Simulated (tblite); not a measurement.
Compound: C4H9O2Si (doublet state).
Cartesian coordinates in Å at the GFN2-xTB level; atoms count from 1:
```xyz
16
C4H9O2Si angstrom
C      2.846   -0.011    0.279
C      1.371   -0.043   -0.029
O      0.906   -0.101   -1.136
O      0.628    0.018    1.065
Si    -1.063    0.036    1.074
C     -1.711   -1.581    0.309
C     -1.674    1.606    0.189
H      3.054   -0.606    1.164
H      3.131    1.020    0.486
H      3.412   -0.373   -0.573
H     -1.402   -1.640   -0.734
H     -2.795   -1.626    0.344
H     -1.323   -2.456    0.822
H     -2.758    1.651    0.174
H     -1.321    1.602   -0.842
H     -1.308    2.513    0.664
```

Computed values, GFN2-xTB/tblite, gas phase, harmonic and unscaled. Against measured fundamentals such values can be off by several per cent, at times by over 20. One conformer, not necessarily the lowest. Open shells enter through the occupations alone, without spin polarisation, and single modes of such species can be off by tens of per cent.

Harmonic wavenumbers (cm⁻¹): 34.2, 48.9, 57.7, 99.5, 126.4, 132.9, 161.1, 215.8, 218.5, 350.4, 570.6, 581.9, 661.8, 719.9, 755.8, 796.3, 829.3, 851.4, 858.2, 946.3, 998.4, 1003.9, 1205.2, 1351.8, 1360.6, 1363.8, 1444.1, 1447.2, 1465.7, 1469.6, 1475.0, 1479.9, 1763.5, 2992.5, 2996.5, 3021.2, 3032.3, 3034.8, 3047.4, 3051.1, 3054.4, 3061.2.

A = 3500, B = 1411, C = 1312 MHz; mass 117.037 u (most abundant isotopes); point group C1, symmetry number 1; spin multiplicity 2.

Task: Zero-point energy?

Result: Half the sum of the wavenumbers: 27068 cm⁻¹ = 77.39 kcal/mol.

Task: What is S at 298.15 K and 1 bar for an ideal gas of classical rigid rotors and harmonic oscillators?

Result: Translation 40.21, rotation 28.30, vibration 35.09, spin (R ln 2) 1.38: S = 105.0 cal/(mol K).

Task: And Cp and H(298.15 K) − H(0)?

Result: Cp = 36.05 cal/(mol K), of which vibrations give 28.10 (their classical limit is 42 R = 83.5); H(298.15 K) − H(0) = 7.28 kcal/mol without the zero-point energy, 4.91 from vibrations.

Task: How do the functions run with temperature in this model?

Result: 
```
T (K)  S (cal/(mol K))  Cp (cal/(mol K))  H − H(0) (kcal/mol)  G − H(0) (kcal/mol)  ln q(vib)
  150             84.4              25.4                 2.74                -9.91       4.83
  250             99.0              32.5                 5.63               -19.11       8.00
  400            116.6              43.3                11.33               -35.32      12.09
  600            136.5              54.8                21.20               -60.68      16.93
  900            161.0              66.2                39.47              -105.44      23.36
```

q(vib) and H(0) count from the zero-point level.

Task: What must be added to the electronic energy to get the Gibbs energy at 298.15 K and 1 bar?

Result: ZPE + [H(298.15 K) − H(0)] − T·S = 77.39 + 7.28 − 31.30 = 53.37 kcal/mol.

Hindered rotation and anharmonicity are outside this model. Other conformers, if any are populated, would add a mixing term that is left out. The structure is chiral; the term R ln 2 for an equal mix with its mirror image is left out.

Time: 0.51 s wall. Hardware: one thread, Arm Neoverse V1 (aarch64), on a shared host. The figure is for the frequency step alone.
